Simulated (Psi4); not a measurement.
CH$_{5}$GaN, doublet, geometry from GFN2-xTB (such geometries of metal compounds can be far from the true shape) (the spin is typed, not shown lowest). Base run: Psi4 with HF/def2-SVP.

Geometry (Å):
```xyz
8

Ga     0.2286     0.1811     0.3370
C     -0.6532     1.1466    -1.3975
H     -1.7198     0.9282    -1.3981
H     -0.1886     0.7153    -2.2819
H     -0.4927     2.2226    -1.3760
N     -0.0332    -1.7038     0.2807
H     -0.9679    -2.0738     0.1311
H      0.4353    -2.3588     0.8992
```
Charge 0, spin multiplicity 2.
Orbitals are unrestricted.
All else is at Psi4's defaults (density fitting).

Each row names what was changed in the base input (with any setting that the change needs).

```csv
change,E (Eh),dipole (D),<S^2>,core-seconds (rough)
base,-2018.13800,1.04,0.768,3
functional = pbe,-2019.95727,1.12,0.752,10
functional = wb97m-v,-2020.21475,0.98,0.756,200
functional = m06-2x,-2020.32397,1.03,0.756,30
functional = bp86,-2020.64063,1.12,0.752,9
functional = mn15,-2020.51363,1.02,0.754,20
functional = b3lyp5,-2020.24031,0.99,0.755,20
functional = wb97x-v,-2020.16227,0.99,0.757,100
functional = blyp,-2020.39842,1.10,0.752,10
functional = m06,-2020.25589,0.93,0.753,30
functional = tpssh,-2020.36587,1.02,0.755,30
functional = m11,-2020.06962,1.03,0.756,20
functional = svwn,-2017.50317,1.19,0.751,9
```

Total energies compare only within one method and basis.

Open shells are given as the SCF converged; they aren't shown to be the lowest states, and a large step between rows can be another state.
